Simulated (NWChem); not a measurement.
C₃H₂BrF; SMILES BrC=C=CF

```xyz
7

F      0.5691    -3.2456    -0.2840
C     -0.1447    -2.3942     0.4787
C     -0.5080    -1.2064     0.0691
C     -0.8888    -0.0203    -0.2963
Br     0.1713     1.5651     0.0025
H     -0.3825    -2.8088     1.4543
H     -1.8200     0.2121    -0.8010
```
Atoms are numbered in this order, from 1.

Coordinates come from a B3LYP/6-31G* (spherical d) optimisation.

Spin-orbit effects, on the heavy nuclei and on their neighbours, are missing.

Task: Give the principal values of the shielding tensors (ppm) of F1, C2, C3, C4, Br5 from BHandHLYP/pcSseg-1, GIAO (NWChem), with their diamagnetic and paramagnetic parts as GIAO splits them.

Result: 
```
atom     σ11     σ22     σ33  isotropic  diamagnetic  paramagnetic
----  ------  ------  ------  ---------  -----------  ------------
F1     293.1   329.0   407.9      343.3        475.8        -132.4
C2     -27.0    56.8    96.7       42.2        250.4        -208.2
C3     -44.0   -32.6    -3.5      -26.7        263.4        -290.1
C4      -5.5    83.3   144.8       74.2        251.5        -177.3
Br5   1432.2  1636.6  2872.2     1980.3       3122.3       -1141.9
```
